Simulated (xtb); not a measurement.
hexachlorodisiloxane (Cl6OSi2), singlet, geometry from GFN2-xTB; GFN0-xTB run with xtb.

The xtb input:
```
$ xtb mol.xyz --gfn 0 --etemp 1000 --json

# file mol.xyz
9

Cl     2.25161787     0.11558785    -1.77772796
Si     1.56528168     0.36778438     0.07993072
Cl     2.56435863    -0.72295361     1.41720803
Cl     1.47891432     2.29790753     0.58709745
O      0.04941703    -0.20957542     0.10145374
Si    -1.55065934    -0.42979707    -0.04991088
Cl    -2.08761438     0.28356227    -1.83676581
Cl    -2.41439682     0.57475041     1.44354087
Cl    -1.82817662    -2.39916145     0.09418226
```

The log (banner, timings and long lists left out):

```
   ID    Z sym.   atoms
    1   17 Cl     1, 3, 4, 7-9
    2   14 Si     2, 6
    3    8 O      5

           -------------------------------------------------
          |                Calculation Setup                |
           -------------------------------------------------

           -------------------------------------------------
          |                 G F N 0 - x T B                 |
           -------------------------------------------------

          ...................................................
          :                      SETUP                      :
          :.................................................:
          :  # basis functions                  84          :
          :  # atomic orbitals                  76          :
          :  # shells                           26          :
          :  # electrons                        56          :
          :  electronic temp.         1000.0000000     K    :
          :  accuracy                    1.0000000          :
          :  -> integral cutoff          0.2500000E+02      :
          :  -> integral neglect         0.1000000E-07      :
          ...................................................

         :::::::::::::::::::::::::::::::::::::::::::::::::::::
         ::                     SUMMARY                     ::
         :::::::::::::::::::::::::::::::::::::::::::::::::::::
         :: total energy             -32.799353427945 Eh    ::
         :: gradient norm              0.050796705234 Eh/a0 ::
         :: HOMO-LUMO gap              5.997070972121 eV    ::
         ::.................................................::
         :: H0 energy                -32.713827304189 Eh    ::
         :: repulsion energy           0.111058605668 Eh    ::
         :: electrostat energy        -0.189798428106 Eh    ::
         :: -> Gsolv                   0.000000000000 Eh    ::
         ::    -> Gsasa                0.000000000000 Eh    ::
         ::    -> Gshift               0.000000000000 Eh    ::
         :: dispersion energy         -0.006786301317 Eh    ::
         :: short-range corr.          0.000000000000 Eh    ::
         :: add. restraining           0.000000000000 Eh    ::
         :: total charge              -0.000000000000 e     ::
         :::::::::::::::::::::::::::::::::::::::::::::::::::::

           -------------------------------------------------
          |                Property Printout                |
           -------------------------------------------------

    * Orbital Energies and Occupations

         #    Occupation            Energy/Eh            Energy/eV
      -------------------------------------------------------------
         1        2.0000           -0.9728131             -26.4716
       ...           ...                  ...                  ...
        16        2.0000           -0.4674000             -12.7186
        17        2.0000           -0.4631358             -12.6026
        18        2.0000           -0.4629552             -12.5977
        19        2.0000           -0.4627954             -12.5933
        20        2.0000           -0.4521202             -12.3028
        21        2.0000           -0.4519820             -12.2991
        22        2.0000           -0.4505311             -12.2596
        23        2.0000           -0.4504856             -12.2583
        24        2.0000           -0.4502370             -12.2516
        25        2.0000           -0.4460936             -12.1388
        26        2.0000           -0.4460622             -12.1380
        27        2.0000           -0.4305405             -11.7156
        28        2.0000           -0.4305198             -11.7150 (HOMO)
        29                         -0.2101315              -5.7180 (LUMO)
        30                         -0.2034532              -5.5362
        31                         -0.2028621              -5.5202
        32                         -0.1839676              -5.0060
        33                         -0.1836061              -4.9962
        34                         -0.1742338              -4.7411
        35                         -0.1194767              -3.2511
        36                         -0.0914590              -2.4887
        37                         -0.0774597              -2.1078
        38                         -0.0774555              -2.1077
        39                         -0.0754324              -2.0526
       ...                                ...                  ...
        76                          0.8823399              24.0097
      -------------------------------------------------------------
                  HL-Gap            0.2203883 Eh            5.9971 eV
             Fermi-level            0.0000000 Eh            0.0000 eV

     #   Z          covCN         q      C6AA      α(0)
     1  17 Cl       0.812    -0.160   102.071    15.443
     2  14 Si       3.227     0.750   157.212    25.296
     3  17 Cl       0.811    -0.155   101.935    15.433
     4  17 Cl       0.812    -0.162   102.155    15.449
     5   8 O        1.540    -0.545    23.799     6.593
     6  14 Si       3.227     0.750   157.212    25.296
     7  17 Cl       0.812    -0.162   102.155    15.449
     8  17 Cl       0.812    -0.160   102.071    15.443
     9  17 Cl       0.811    -0.155   101.935    15.433

 Mol. C6AA /au·bohr⁶  :       8086.308754
 Mol. C8AA /au·bohr⁸  :     385381.918683
 Mol. α(0) /au        :        149.836082

Wiberg/Mayer (AO) data.
largest (>0.10) Wiberg bond orders for each atom

 ---------------------------------------------------------------------------
     #   Z sym  total        # sym  WBO       # sym  WBO       # sym  WBO
 ---------------------------------------------------------------------------
     1  17 Cl   1.085 --     2 Si   0.999
     2  14 Si   4.044 --     5 O    1.015     3 Cl   1.002     1 Cl   0.999
                             4 Cl   0.998
     3  17 Cl   1.088 --     2 Si   1.002
     4  17 Cl   1.083 --     2 Si   0.998
     5   8 O    2.189 --     6 Si   1.015     2 Si   1.015
     6  14 Si   4.044 --     5 O    1.015     9 Cl   1.002     8 Cl   0.999
                             7 Cl   0.998
     7  17 Cl   1.083 --     6 Si   0.998
     8  17 Cl   1.085 --     6 Si   0.999
     9  17 Cl   1.088 --     6 Si   1.002
 ---------------------------------------------------------------------------

Topologies differ in total number of bonds
Writing topology from bond orders to xtbtopo.mol

 dipole moment from electron density (au)
     X       Y       Z
  -0.0079   0.0335  -0.0162  total (Debye):    0.097

           -------------------------------------------------
          | TOTAL ENERGY              -32.799353427945 Eh   |
          | GRADIENT NORM               0.050796705234 Eh/α |
          | HOMO-LUMO GAP               5.997070972121 eV   |
           -------------------------------------------------

normal termination of xtb
```
